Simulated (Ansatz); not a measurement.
`F/C=C/Cl` and `F/C=[CH]/[AlH2]` differ in one atom or group.

Ansatz, PBE0-D4/def2-TZVP geometries, multiplicity 1. 

```tsv
property	`F/C=C/Cl`
LUMO energy (ωB97M-V/def2-TZVPP) / eV	1.99
zero-point energy (PBE0-D4/def2-TZVP) / kJ/mol	93.3
HOMO energy (PBE0/def2-TZVPP) / eV	-7.42
size of the dipole moment (PBE/def2-TZVPP) / D	0.15
size of the dipole moment (ωB97M-V/def2-TZVPP) / D	0.17
LUMO energy (B3LYP/def2-TZVPP) / eV	-0.44
```

**Question.** What does the change do to each property? (An estimate is asked.)

**Answer.** The calculation gave: 
```tsv
property	`F/C=[CH]/[AlH2]`	shift
LUMO energy (ωB97M-V/def2-TZVPP) / eV	0.02	-1.97
zero-point energy (PBE0-D4/def2-TZVP) / kJ/mol	125.6	32.3
HOMO energy (PBE0/def2-TZVPP) / eV	-8.01	-0.59
size of the dipole moment (PBE/def2-TZVPP) / D	0.28	0.13
size of the dipole moment (ωB97M-V/def2-TZVPP) / D	0.54	0.37
LUMO energy (B3LYP/def2-TZVPP) / eV	-1.89	-1.45
```

With PBE0 the HOMO falls by 0.59 eV and the LUMO falls by 1.49 eV, so the gap narrows by about 0.90 eV. PBE moves the HOMO by -0.67 eV and ωB97M-V by -0.62 eV. The zero-point energy changes by 32.3 kJ/mol with +6 modes. Dipoles are sizes alone; their direction can turn.

B3LYP here is the variant with VWN-RPA as its local correlation; programs differ in this.
